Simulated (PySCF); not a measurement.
Results of a calculation; reference values are marked as such.
**Si2H6N3**

Si2H6N3 is a small molecule (built as: end group NH), neutral, doublet. The structure, one conformer, was relaxed in the gas phase by PBE0-D3(BJ)/def2-SVP. No frequency run checks that it is a minimum.

SMILES: [NH][SiH]1N[SiH2]N1

```xyz
11

N     0.320    0.014    1.198
Si    1.572    0.041   -0.023
N     0.309   -0.350   -1.167
Si   -0.941   -0.293    0.039
N    -2.014    1.095   -0.161
H     0.312    0.241    2.181
H     2.641   -0.995    0.131
H     2.264    1.353   -0.224
H     0.296   -0.449   -2.170
H    -1.719   -1.558    0.228
H    -3.009    0.872   -0.021
```
Atoms count from 1 in this order.

EPR values by unrestricted B3LYP, pcH-1 on H N Si.

Q: Predict g and the largest hyperfine couplings. Where does the spin sit?

A: g = 2.0023, 2.0039, 2.0098. The spin sits on N5 (96 %, bonded to 1 Si + 1 H) by Mulliken populations.
```csv
atom,isotope,isotropic (MHz),"dipolar, principal values (MHz)"
N5,14N,25.9,"-40.8, -40.2, 81.1"
H11,1H,-54.9,"-49.2, -8.8, 58.1"
Si4,29Si,35.9,"-0.7, 0.1, 0.6"
N1,14N,6.8,"-2.8, -2.6, 5.4"
H10,1H,-7.5,"-3.8, -3.0, 6.8"
N3,14N,5.0,"-2.2, -1.9, 4.1"
```
